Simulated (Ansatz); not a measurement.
One geometry of the cluster Li₄Te₂⁺, several levels of theory.

```yaml
crystal:
  periodic: [false, false, false]
  atoms:
    - {symbol: Li, position_ang: [-0.052330, -1.324859, -1.566507]}
    - {symbol: Li, position_ang: [-1.751305, 0.979714, 0.535308]}
    - {symbol: Li, position_ang: [1.416977, 1.666143, -0.671398]}
    - {symbol: Li, position_ang: [0.648167, -2.114404, 2.734484]}
    - {symbol: Te, position_ang: [-0.855031, 1.151935, -1.933471]}
    - {symbol: Te, position_ang: [0.593522, -0.358528, 0.901594]}
basis:
  gaussian: {orbitals: def2-TZVP, initial_orbitals: start.molden}
total_charge: 1
magnetization: {spin_polarized: true, initial_magnetization: 1}
hamiltonian: {xc: r2scan, dispersion: d4}
scf: {omitted_lower_state_checks: [starts]}
output: {orbitals: {seedname: orbitals}}
```

The file start.molden holds the orbitals of an earlier run on this structure, at another level or in another basis.

```sh
$ ansatz run in.yaml --threads 4 --pin off --events-out ev --progress --plain --max-ram 3916MiB
```

Shortened log:

```
Functional definition: r2SCAN
1288 factors; their error is unknown
mean field evaluation 1: about -15411.6306 eV, gradient 4.5e0 eV
mean field evaluation 2: about -15411.6764 eV, gradient 6.4e-2 eV
mean field evaluation 4: about -15411.4319 eV, gradient 8.1e-4 eV
mean field -15411.43193504 eV, -566.3596773689 hartree, gradient 4.1e-5 eV, S^2 0.756725; 0 other end points of the search recorded, 0 dependent functions left out
reference -15411.43196314 eV, -566.3596784018 hartree; 30, 29 occupied and 126, 127 virtual orbitals, 1288 factors
Total energy: -15411.46905533 eV, -566.3610415143 hartree
Checks for a lower state left out: starts
```

Hardware: 4 threads of AMD EPYC 9B45 on a shared host. Wall time 1.9 s.

As the first input, with `gaussian: {orbitals: def2-SVP, initial_orbitals: start.molden}`, `hamiltonian: {xc: pbe, dispersion: d4}` (abridged; 0.65 s):

```
Functional definition: PBE
mean field -15402.01880623 eV, -566.0137512655 hartree, gradient 4.2e-5 eV, S^2 0.751765
Total energy: -15402.21674124 eV, -566.0210252431 hartree
Checks for a lower state left out: starts
```

The first input with `hamiltonian: {xc: {name: BHLYP}, dispersion: d4}` (abridged; 1.9 s):

```
Functional definition: BHLYP
mean field -15402.97421431 eV, -566.0488618650 hartree, gradient 1.4e-5 eV, S^2 0.757415
Total energy: -15403.35553906 eV, -566.0628752910 hartree
Checks for a lower state left out: starts
```

As the first input, with `hamiltonian: {xc: pbe}`, `correlation: {method: rpa}` and without the key `output` (abridged; 2.2 s):

```
Functional definition: PBE
mean field -15403.04489795 eV, -566.0514594409 hartree, gradient 1.9e-6 eV, S^2 0.752606
8 core orbitals not correlated: weight in the atoms' cores, before any rotation towards them, 1.000 or more for the frozen orbitals, at most 0.000 for the correlated occupied ones
Total energy: -15382.44577429 eV, -565.2944556091 hartree
Checks for a lower state left out: starts
```

The first input with `hamiltonian: {xc: pbe, dispersion: d4}` (abridged; 1 s):

```
Functional definition: PBE
mean field -15403.04490259 eV, -566.0514596112 hartree, gradient 5.7e-5 eV, S^2 0.752606
Total energy: -15403.24283295 eV, -566.0587334180 hartree
Checks for a lower state left out: starts
```

The first input with `correlation: {method: mp2}` and without the key `hamiltonian` (abridged; 1.2 s):

```
Functional definition: HF
mean field -15343.89684028 eV, -563.8778084134 hartree, gradient 2.3e-6 eV, S^2 0.767666
8 core orbitals not correlated: weight in the atoms' cores, before any rotation towards them, 1.000 or more for the frozen orbitals, at most 0.000 for the correlated occupied ones
second order -28.72648130 eV of doubles, -0.00000000 eV of singles
Total energy: -15372.62332158 eV, -564.9334871296 hartree
Checks for a lower state left out: starts
```

As the first input, with `gaussian: {orbitals: def2-SVP, initial_orbitals: start.molden}`, `hamiltonian: {xc: pbe0, dispersion: d4}` (abridged; 0.95 s):

```
Functional definition: PBE0
mean field -15403.72738843 eV, -566.0765405035 hartree, gradient 2.0e-5 eV, S^2 0.754103
Total energy: -15403.89836715 eV, -566.0828238554 hartree
Checks for a lower state left out: starts
```

Geometry: PBE-D4/def2-SVP.

In the def2 sets Te takes a core potential; there is no spin–orbit coupling. Correlated methods freeze 8 core orbitals; core or outer-core shells of Li, Te are correlated, in sets that lack core-valence functions. The structure comes from a short search, and lower isomers may exist.
